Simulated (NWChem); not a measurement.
System: Si$_{2}$N$_{2}$H$_{8}$O; SMILES N[SiH](N)O[SiH3]

The following NWChem deck was run.

```
start job
memory heap 200 mb stack 900 mb global 1100 mb
geometry units angstroms noautoz
  N      1.130409    -1.789382     0.570695
  Si     0.065194    -0.962724    -0.496655
  N     -1.510411    -1.184305     0.174117
  O      0.251683     0.682118    -0.668050
  Si     0.043987     2.080393     0.187809
  H      1.092902    -1.622140     1.569156
  H      2.065110    -2.034707     0.269047
  H      0.359619    -1.501681    -1.846250
  H     -1.800545    -2.114417     0.450825
  H     -2.292153    -0.649442    -0.184342
  H     -1.377430     2.524233     0.153988
  H      0.449071     1.922807     1.613224
  H      0.882511     3.140741    -0.428433
end
basis spherical
  N library 6-31g*
  Si library 6-31g*
  O library 6-31g*
  H library 6-31g*
end
dft
  xc xpbe96 cpbe96
  iterations 150
  mulliken
end
task dft energy
```

Parts of the log:

```
             Northwest Computational Chemistry Package (NWChem) 7.3.0
             --------------------------------------------------------

 C1  symmetry detected

                             Geometry "geometry" -> ""
                             -------------------------

 Output coordinates in angstroms (scale by  1.889725989 to convert to a.u.)

  No.       Tag          Charge          X              Y              Z
 ---- ---------------- ---------- -------------- -------------- --------------
    1 N                    7.0000     1.16794650    -1.79104123     0.52833165
    2 Si                  14.0000     0.01832687    -0.96382525    -0.44705078
    3 N                    7.0000    -1.49477555    -1.17624148     0.35729041
    4 O                    8.0000     0.19585009     0.67956626    -0.64046604
    5 Si                  14.0000     0.06781181     2.08186400     0.22438798
    6 H                    1.0000     1.21689205    -1.61995149     1.52564487
    7 H                    1.0000     2.07235633    -2.04144117     0.14861523
    8 H                    1.0000     0.19377288    -1.50901172    -1.81473415
    9 H                    1.0000    -1.76373280    -2.10408544     0.66162735
   10 H                    1.0000    -2.30229227    -0.63939717     0.06504603
   11 H                    1.0000    -1.34952074     2.53159951     0.31082001
   12 H                    1.0000     0.59307324     1.92783252     1.61042876
   13 H                    1.0000     0.85451243     3.13636117    -0.46579493

 Effective nuclear repulsion energy (a.u.)     312.7129365368

  pbe96 is a nonlocal functional; adding pw91lda local functional.

                                 NWChem DFT Module
                                 -----------------

 Summary of "ao basis" -> "ao basis" (spherical)
 ------------------------------------------------------------------------------
       Tag                 Description            Shells   Functions and Types
 ---------------- ------------------------------  ------  ---------------------
 N                           6-31g*                  6       14   3s2p1d
 Si                          6-31g*                  8       18   4s3p1d
 O                           6-31g*                  6       14   3s2p1d
 H                           6-31g*                  2        2   2s

            General Information
            -------------------
          SCF calculation type: DFT
          Wavefunction type:  closed shell.
          No. of atoms     :    13
          No. of electrons :    58
           Alpha electrons :    29
            Beta electrons :    29
          Charge           :     0
          Spin multiplicity:     1
          Use of symmetry is: off; symmetry adaption is: off
          Maximum number of iterations: 150
          AO basis - number of functions:    94
                     number of shells:    50
          Convergence on energy requested:  1.00D-06
          Convergence on density requested:  1.00D-05
          Convergence on gradient requested:  5.00D-04

              XC Information
              --------------
          PerdewBurkeErnzerhof Exchange Functional  1.000
            Perdew 1991 LDA Correlation Functional  1.000 local
           PerdewBurkeErnz. Correlation Functional  1.000 non-local

             Grid Information
             ----------------
          Grid used for XC integration:  medium
          Radial quadrature: Mura-Knowles
          Angular quadrature: Lebedev.
          Tag              B.-S. Rad. Rad. Pts. Rad. Cut. Ang. Pts.
          ---              ---------- --------- --------- ---------
          N                   0.65       49          12.0       434
          Si                  1.10       88          11.0       590
          O                   0.60       49          10.0       434
          H                   0.35       45          13.0       434
          Grid pruning is: on
          Number of quadrature shells:   683
          Spatial weights used:  Erf1

      Superposition of Atomic Density Guess
      -------------------------------------

 Sum of atomic energies:        -764.96230408

      Non-variational initial energy
      ------------------------------

 Total energy =    -767.123653
 1-e energy   =   -1677.691953
 2-e energy   =     597.855363
 HOMO         =      -0.346812
 LUMO         =       0.033358

     ---------------------------------------------
      Total Density - Mulliken Population Analysis
     ---------------------------------------------

    Atom       Charge   Shell Charges
 -----------   ------   -------------------------------------------------------
    1 N    7     8.21   2.00  0.82  2.67  0.82  1.89  0.01
    2 Si  14    12.72   2.00  2.00  5.97  0.82  1.29  0.13  0.23  0.28
    3 N    7     8.23   2.00  0.82  2.67  0.83  1.90  0.01
    4 O    8     9.01   2.00  0.93  3.18  0.88  2.00  0.01
    5 Si  14    13.29   2.00  2.00  5.97  0.92  1.51  0.29  0.42  0.17
    6 H    1     0.56   0.41  0.15
    7 H    1     0.55   0.40  0.15
    8 H    1     1.08   0.47  0.61
    9 H    1     0.55   0.40  0.15
   10 H    1     0.56   0.40  0.15
   11 H    1     1.08   0.48  0.60
   12 H    1     1.08   0.47  0.60
   13 H    1     1.08   0.48  0.60

   convergence    iter        energy       DeltaE   RMS-Dens  Diis-err
 ---------------- ----- ----------------- --------- --------- ---------
 d= 0,ls=0.0,diis     1   -767.9704614121 -1.08D+03  1.79D-02  9.94D-01
 d= 0,ls=0.0,diis     2   -767.7852921915  1.85D-01  1.22D-02  2.80D+00
 d= 0,ls=0.0,diis     3   -768.0648266350 -2.80D-01  3.03D-03  1.14D-01
 d= 0,ls=0.0,diis     4   -768.0708047769 -5.98D-03  1.48D-03  4.89D-02
 d= 0,ls=0.0,diis     5   -768.0760900654 -5.29D-03  2.43D-04  6.41D-04
  Resetting Diis
 d= 0,ls=0.0,diis     6   -768.0761662325 -7.62D-05  6.78D-05  2.65D-05
 d= 0,ls=0.0,diis     7   -768.0761704301 -4.20D-06  2.79D-05  1.96D-06
 d= 0,ls=0.0,diis     8   -768.0761700984  3.32D-07  1.68D-05  5.12D-06
 d= 0,ls=0.0,diis     9   -768.0761706774 -5.79D-07  3.34D-06  2.40D-07

         Total DFT energy =     -768.076170677405
      One electron energy =    -1683.238253332154
           Coulomb energy =      669.309086595074
    Exchange-Corr. energy =      -66.859940477130
 Nuclear repulsion energy =      312.712936536806

 Numeric. integr. density =       57.999997018256

                       DFT Final Molecular Orbital Analysis
                       ------------------------------------

 Vector   27  Occ=2.000000D+00  E=-2.571091D-01
              MO Center= -1.5D-02,  1.3D+00, -3.4D-01, r^2= 3.2D+00
   Bfn.  Coefficient  Atom+Function         Bfn.  Coefficient  Atom+Function
  ----- ------------  ---------------      ----- ------------  ---------------
    49      0.405912   4 O  px               53      0.311121   4 O  px
    94     -0.237853  13 H  s                90      0.232438  11 H  s
    51     -0.225981   4 O  pz               93     -0.169370  13 H  s
    55     -0.167392   4 O  pz               89      0.168172  11 H  s
    67     -0.166260   5 Si px               38      0.123383   3 N  s

 Vector   28  Occ=2.000000D+00  E=-2.152674D-01
              MO Center=  2.8D-01, -1.3D+00,  2.8D-01, r^2= 3.2D+00
   Bfn.  Coefficient  Atom+Function         Bfn.  Coefficient  Atom+Function
  ----- ------------  ---------------      ----- ------------  ---------------
     4      0.394975   1 N  py                8      0.330459   1 N  py
    37      0.265578   3 N  pz               41      0.216452   3 N  pz
     3      0.190297   1 N  px               84      0.148381   8 H  s
     7      0.135738   1 N  px               26      0.135555   2 Si py
    51     -0.122660   4 O  pz                6     -0.121921   1 N  s

 Vector   29  Occ=2.000000D+00  E=-2.069524D-01
              MO Center= -5.6D-01, -1.3D+00,  3.2D-01, r^2= 2.7D+00
   Bfn.  Coefficient  Atom+Function         Bfn.  Coefficient  Atom+Function
  ----- ------------  ---------------      ----- ------------  ---------------
    37      0.413583   3 N  pz               41      0.359074   3 N  pz
     4     -0.314640   1 N  py                8     -0.276636   1 N  py
    36      0.207836   3 N  py               40      0.180024   3 N  py
    84      0.177894   8 H  s                 7     -0.097641   1 N  px
     3     -0.088109   1 N  px               83      0.087374   8 H  s

 Vector   30  Occ=0.000000D+00  E= 1.202789D-04
              MO Center= -1.7D-02,  1.8D+00,  2.4D-01, r^2= 5.1D+00
   Bfn.  Coefficient  Atom+Function         Bfn.  Coefficient  Atom+Function
  ----- ------------  ---------------      ----- ------------  ---------------
    72      0.916818   5 Si py               52      0.646938   4 O  s
    73      0.453452   5 Si pz               38      0.317400   3 N  s
    68      0.289388   5 Si py               86     -0.203649   9 H  s
    94     -0.202092  13 H  s                88     -0.188200  10 H  s
    69      0.169717   5 Si pz                6      0.161240   1 N  s

 Vector   31  Occ=0.000000D+00  E= 4.454462D-02
              MO Center=  5.0D-01, -1.3D+00,  3.4D-01, r^2= 6.3D+00
   Bfn.  Coefficient  Atom+Function         Bfn.  Coefficient  Atom+Function
  ----- ------------  ---------------      ----- ------------  ---------------
     6      1.269206   1 N  s                80     -0.585354   6 H  s
    38      0.576010   3 N  s                82     -0.560384   7 H  s
    26      0.547896   2 Si py               88     -0.464374  10 H  s
    24     -0.459607   2 Si s                25     -0.297313   2 Si px
    66      0.280548   5 Si s                70     -0.260000   5 Si s

[...]
```

Level: PBE/6-31G* (spherical d). All runs use the structure optimised with B3LYP/6-31G* (spherical d).
